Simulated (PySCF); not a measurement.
Computed IR spectrum (relative IR intensity) of a molecule C₄H₈OSi. Geometry optimised at PBE-D3(BJ)/def2-SVP. One conformer was computed; it need not be the lowest. Computed with PBE-D3(BJ)/def2-SVP run with PySCF. Frequencies are harmonic and unscaled.

ν (cm⁻¹): 444 (vw), 452 (vw), 524 (vw), 596 (w), 629 (w), 687 (w), 746 (m), 795 (vw), 798 (m), 911 (m), 927 (w), 966 (m), 1074 (vs), 1109 (w), 1207 (m), 1413 (vw), 1693 (w), 2153 (m), 2163 (m), 2944 (m), 2978 (m), 3010 (w), 3037 (w), 3040 (w), 3077 (w) (against the strongest line: vs over 80 %, s over 45 %, m over 15 %, w over 4 %, vw less)

Task: Which structure fits?
A) O[Si@H]1C=CCC1
B) C1=CC[SiH2]OC1
C) C/C=C1/OC[SiH2]1
D) [SiH3]C1=CCOC1

Result: C, C/C=C1/OC[SiH2]1
